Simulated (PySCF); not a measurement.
# Deuteron quadrupole couplings in `C#CC[C@H](C)C/C(C)=C\C`

Species: C10H16.
Structure used (GFN2-xTB), in Å, numbered top down from 1:
```
atom  x, y, z in Å
C1    -3.5034    0.9880    0.3016
C2    -2.9130   -0.0267    0.0690
C3    -2.1893   -1.2492   -0.2153
C4    -0.6765   -1.1039    0.0235
C5    -0.3968   -0.8109    1.4937
C6    -0.1058   -0.0080   -0.8921
C7     1.3872    0.1360   -0.7784
C8     2.1694   -0.9045   -1.5281
C9     2.0060    1.0887   -0.0906
C10    1.3961    2.1944    0.7081
H11   -4.0280    1.8736    0.5037
H12   -2.3739   -1.5281   -1.2574
H13   -2.5838   -2.0453    0.4234
H14   -0.2091   -2.0602   -0.2377
H15    0.6698   -0.6813    1.6581
H16   -0.7470   -1.6306    2.1186
H17   -0.9096    0.0977    1.8006
H18   -0.3511   -0.2628   -1.9273
H19   -0.6063    0.9312   -0.6571
H20    1.9177   -1.9029   -1.1721
H21    1.9294   -0.8626   -2.5905
H22    3.2396   -0.7574   -1.4097
H23    3.0901    1.0959   -0.0846
H24    0.3121    2.1886    0.6644
H25    1.6981    2.1069    1.7520
H26    1.7569    3.1561    0.3429
```

Level: PBE0/pcSseg-1 (PySCF, non-relativistic); Q(2H) = 0.00286 b; rigid geometry, the same for H and D, with no vibrational averaging.

**Question.** Rank these positions by the coupling χzz of a deuteron there, largest first.
A. H23 (vinylic hydrogen)
B. H19 (methylene hydrogen)
C. H11 (alkyne hydrogen)
D. H17 (methyl hydrogen)
E. H14 (methine hydrogen)

**Answer.** C (267 kHz), A (216 kHz), D (209 kHz), B (204 kHz), E (198 kHz).

**Question.** Tabulate Vzz, the asymmetry η and χzz = 234.96 MHz × Q × Vzz for every hydrogen position.

**Answer.** 
```json
{"atom": "H11", "bonded to": "C1", "bond length (Å)": "1.049", "Vzz (au)": "0.3980", "η": "0.00", "χzz (kHz)": "267"}
{"atom": "H12", "bonded to": "C3", "bond length (Å)": "1.094", "Vzz (au)": "0.2987", "η": "0.02", "χzz (kHz)": "201"}
{"atom": "H13", "bonded to": "C3", "bond length (Å)": "1.094", "Vzz (au)": "0.2989", "η": "0.02", "χzz (kHz)": "201"}
{"atom": "H14", "bonded to": "C4", "bond length (Å)": "1.096", "Vzz (au)": "0.2949", "η": "0.01", "χzz (kHz)": "198"}
{"atom": "H15", "bonded to": "C5", "bond length (Å)": "1.087", "Vzz (au)": "0.3134", "η": "0.01", "χzz (kHz)": "211"}
{"atom": "H16", "bonded to": "C5", "bond length (Å)": "1.089", "Vzz (au)": "0.3152", "η": "0.02", "χzz (kHz)": "212"}
{"atom": "H17", "bonded to": "C5", "bond length (Å)": "1.088", "Vzz (au)": "0.3116", "η": "0.02", "χzz (kHz)": "209"}
{"atom": "H18", "bonded to": "C6", "bond length (Å)": "1.094", "Vzz (au)": "0.3006", "η": "0.03", "χzz (kHz)": "202"}
{"atom": "H19", "bonded to": "C6", "bond length (Å)": "1.090", "Vzz (au)": "0.3035", "η": "0.02", "χzz (kHz)": "204"}
{"atom": "H20", "bonded to": "C8", "bond length (Å)": "1.089", "Vzz (au)": "0.3131", "η": "0.03", "χzz (kHz)": "210"}
{"atom": "H21", "bonded to": "C8", "bond length (Å)": "1.090", "Vzz (au)": "0.3114", "η": "0.02", "χzz (kHz)": "209"}
{"atom": "H22", "bonded to": "C8", "bond length (Å)": "1.087", "Vzz (au)": "0.3166", "η": "0.03", "χzz (kHz)": "213"}
{"atom": "H23", "bonded to": "C9", "bond length (Å)": "1.084", "Vzz (au)": "0.3216", "η": "0.08", "χzz (kHz)": "216"}
{"atom": "H24", "bonded to": "C10", "bond length (Å)": "1.085", "Vzz (au)": "0.3187", "η": "0.03", "χzz (kHz)": "214"}
{"atom": "H25", "bonded to": "C10", "bond length (Å)": "1.090", "Vzz (au)": "0.3115", "η": "0.02", "χzz (kHz)": "209"}
{"atom": "H26", "bonded to": "C10", "bond length (Å)": "1.090", "Vzz (au)": "0.3117", "η": "0.02", "χzz (kHz)": "209"}
```

**Question.** How does χzz go with the bond length over the 16 C–H bonds?

**Answer.** A straight-line fit has a slope of -14.6 kHz for each 0.01 Å, with a correlation coefficient of -0.99, over lengths from 1.049 to 1.096 Å. The longer bonds have the smaller couplings here.

Geometry: GFN2-xTB, one conformer, isolated molecule. GFN2-xTB bond lengths can be off by several hundredths of an ångström, more for odd bonds, and the gradients follow them. With a basis this small, the couplings can be 20 % off.

These values come from a run that also computed NMR shieldings. Hardware: one thread, Arm Neoverse N1 (aarch64), on a shared host. Cost: 98 s wall, 1.2 GiB resident at most.
